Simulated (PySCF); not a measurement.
**ISBr3: from structure and modes to constants**

Computed with PySCF, PBE0, basis I def2-SVP with ECP28, S def2-SVP, Br def2-SVP (scalar-relativistic core potentials, no spin–orbit coupling, density fitting).

The singlet minimum has Cs symmetry. Masses (u): I 126.90447, S 31.97207, Br 78.91834.

```xyz
5
charge 0 multiplicity 1, angstrom
I    -0.3593    0.0000   -0.2717
S    -2.1780    0.0000    1.0105
Br   -0.1769    2.6420   -0.5664
Br   -0.1769   -2.6420   -0.5664
Br    1.8150    0.0000    1.1612
```

Harmonic wavenumbers (cm⁻¹): 43.4 (a', ×1), 68.7 (a', ×1), 78.6 (a'', ×1), 110.8 (a', ×1), 140.0 (a'', ×1), 161.3 (a', ×1), 210.1 (a', ×1), 238.0 (a'', ×1), 463.0 (a', ×1).

Problem. Find the principal moments of inertia and the rotational constants. What kind of rotor is it?

Solution. About the centre of mass I = 632.02, 1247.2, 1588.3 u Å². With B = 16.8576/I this gives 0.02667, 0.01352, 0.01061 cm⁻¹. The molecule is an asymmetric top with κ = -0.64.

Problem. Find the vibrational entropy and heat capacity at 298.15 K.

Solution. With u = 1.43878 ω/T, each mode gives S = R[u/(eᵘ−1) − ln(1−e⁻ᵘ)] and C = R u² eᵘ/(eᵘ−1)².
```
ω (cm⁻¹)      u  S (J/(mol K))  C (J/(mol K))
    43.4  0.209          21.33           8.28
    68.7  0.332          17.53           8.24
    78.6  0.379          16.42           8.22
   110.8  0.535          13.62           8.12
   140.0  0.675          11.73           8.01
   161.3  0.778          10.60           7.91
   210.1  1.014           8.55           7.64
   238.0  1.148           7.61           7.46
   463.0  2.234           3.17           5.57
```
The sums over all modes are S = 110.6 and C = 69.4 J/(mol K); the softest mode gives 19 % of the entropy.

Other isomers or separated fragments may lie lower.
